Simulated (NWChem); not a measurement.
System: InHOBrF; SMILES [F][In]([OH])[Br]

```xyz
5

In    -0.0134     0.6486     0.0000
F      1.6987     1.5898     0.0000
Br     0.0005    -1.7955     0.0000
O     -1.6529     1.7570     0.0000
H     -1.4274     2.6965     0.0000
```
Atoms are numbered in this order, from 1.

Results from NWChem. Structure relaxed at the PBE0/def2-SVP level. No frequency run checked for a minimum. def2 effective core potentials on In; no spin-orbit coupling. B3LYP is NWChem's, with the RPA form of VWN correlation. Ions are spin-unrestricted doublets at the neutral geometry; other ion states weren't tried.

### Question
What does the run give for B3LYP/def2-SVP? Quantities: −ε(HOMO) (eV).

### Answer
```
Property       Value
-------------  -----
−ε(HOMO) (eV)   8.46
```
